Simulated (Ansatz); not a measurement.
C3H5ClSi, SMILES `C=C1[SiH2]C1Cl`. The species carries charge 0 and has multiplicity 1. All single points use the PBE0-D4/def2-TZVP geometry.

```xyz
10

C    -1.048   -1.227    0.705
C    -0.293   -0.402    0.002
Si   -0.042    1.047   -1.075
C     1.081    0.168    0.144
Cl    1.613    0.767    1.717
H    -2.083   -1.414    0.440
H    -0.659   -1.741    1.582
H     0.258    0.920   -2.518
H    -0.698    2.312   -0.687
H     1.870   -0.429   -0.311
```

What is the dipole moment at PBE/def2-TZVPP? (An estimate is asked.)

Computed: 1.75 D, with components (-0.88, -0.46, -1.44) D in this frame, pointing from negative to positive charge.

And with r2SCAN, B3LYP, ωB97M-V? (Estimate.)

Ansatz gave: r2SCAN 1.89 D, B3LYP 1.92 D, ωB97M-V 1.94 D.

Give the Mulliken charges with PBE, r2SCAN, ωB97M-V in def2-TZVPP. (Best estimate.)

Ansatz gave: 
```tsv
atom	PBE	r2SCAN	ωB97M-V
C1	-0.18	-0.17	-0.20
C2	-0.10	-0.18	-0.13
Si3	0.22	0.36	0.26
C4	-0.04	-0.02	-0.17
Cl5	-0.14	-0.16	-0.11
H6	0.11	0.09	0.12
H7	0.10	0.09	0.12
H8	-0.05	-0.06	-0.01
H9	-0.04	-0.05	0.00
H10	0.11	0.10	0.13
```

B3LYP here is the variant with VWN-RPA as its local correlation; programs differ in this.
